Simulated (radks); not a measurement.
Values are calculated unless marked as measured or tabulated.
Task: Spherical quantum dot in the effective-mass picture: electrons in a parabolic well V = omega^2 r^2 / 2 with omega = 2.35, with a point charge +1 (a donor) at the centre, all in effective atomic units (hartree* = m*/eps^2 hartree, bohr* = eps/m* bohr), one dielectric constant everywhere. Level of theory: non-relativistic Kohn-Sham, LDA (Slater exchange, Perdew-Wang correlation), spin-polarised, spherical densities (a radial shooting solver with Libxc functionals). Levels are named by radial order and angular momentum (1s, 1p, 1d, 2s, ...), and open shells are averaged over m. At N = 8 the configuration is 1s2 1p6. Does electron 9 go into 1d up or 2s up?

Result: Into 2s up. The total energies of the other choices lie higher by 0.241 hartree* (1d up).
